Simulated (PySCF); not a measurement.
Spinor energies of As³⁺ (arsenic, charge +3)

Start: [Ar] 3d10 4s2. Calculated with PySCF 2.14 in x2c-TZVPPall-2c with one added diffuse shell each of s, p, d type (7s8p5d1f, 63 functions): generalised Hartree-Fock with the X2C-1e Hamiltonian and a Gaussian nucleus; spin-orbit coupling (SO) screened by Boettger's factors.

```json
{"spinor shell": "1s1/2", "electrons": "2", "ε, screened SO (eV)": "-11979.9", "weight of nominal j (screened SO)": "1.000", "rms radius, screened SO (bohr)": "0.0524"}
{"spinor shell": "2s1/2", "electrons": "2", "ε, screened SO (eV)": "-1607.2", "weight of nominal j (screened SO)": "1.000", "rms radius, screened SO (bohr)": "0.219"}
{"spinor shell": "2p1/2", "electrons": "2", "ε, screened SO (eV)": "-1433.8", "weight of nominal j (screened SO)": "1.000", "rms radius, screened SO (bohr)": "0.194"}
{"spinor shell": "2p3/2", "electrons": "4", "ε, screened SO (eV)": "-1396.6", "weight of nominal j (screened SO)": "1.000", "rms radius, screened SO (bohr)": "0.197"}
{"spinor shell": "3s1/2", "electrons": "2", "ε, screened SO (eV)": "-259.91", "weight of nominal j (screened SO)": "1.000", "rms radius, screened SO (bohr)": "0.638"}
{"spinor shell": "3p1/2", "electrons": "2", "ε, screened SO (eV)": "-199.67", "weight of nominal j (screened SO)": "1.000", "rms radius, screened SO (bohr)": "0.660"}
{"spinor shell": "3p3/2", "electrons": "4", "ε, screened SO (eV)": "-194.27", "weight of nominal j (screened SO)": "1.000", "rms radius, screened SO (bohr)": "0.670"}
{"spinor shell": "3d3/2", "electrons": "4", "ε, screened SO (eV)": "-91.357", "weight of nominal j (screened SO)": "1.000", "rms radius, screened SO (bohr)": "0.740"}
{"spinor shell": "3d5/2", "electrons": "6", "ε, screened SO (eV)": "-90.583", "weight of nominal j (screened SO)": "1.000", "rms radius, screened SO (bohr)": "0.744"}
{"spinor shell": "4s1/2", "electrons": "2", "ε, screened SO (eV)": "-48.075", "weight of nominal j (screened SO)": "1.000", "rms radius, screened SO (bohr)": "1.90"}
```

```
   quantity  screened SO
E (hartree)  -2257.04392
        M_J            0
       ⟨J²⟩        0.000
       ⟨L²⟩        0.002
       ⟨S²⟩        0.002
```
